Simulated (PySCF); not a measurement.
CH3OS, charge -1, multiplicity 1.

```xyz
6

C      0.3379     1.4067     0.0000
S     -0.5453    -0.2070     0.0000
O      0.6447    -1.2931     0.0000
H      0.9767     1.5000     0.8959
H     -0.4144     2.2156     0.0000
H      0.9767     1.5000    -0.8959
```
Charge -1, spin multiplicity 1.

Coordinates come from a B3LYP-D3(BJ)/def2-SVPD optimisation. The spin state was assumed, not searched. The isomer is the one that the SMILES or the coordinates give; other isomers of the formula were not compared.

The numbers are results of PBE0/pcSseg-2 (PySCF), not measurements. Non-relativistic, no solvent.

Computed absolute GIAO shielding of each atom: isotropic value and principal components (ppm):
```csv
atom,σ(iso),σ11,σ22,σ33,span
C1,144.0,119.6,133.7,178.7,59.1
S2,141.5,-74.9,29.8,469.5,544.4
O3,325.2,113.2,193.8,668.7,555.5
H4,28.7,23.9,28.7,33.5,9.6
H5,29.4,26.3,27.0,34.9,8.7
H6,28.7,23.9,28.7,33.5,9.6
```
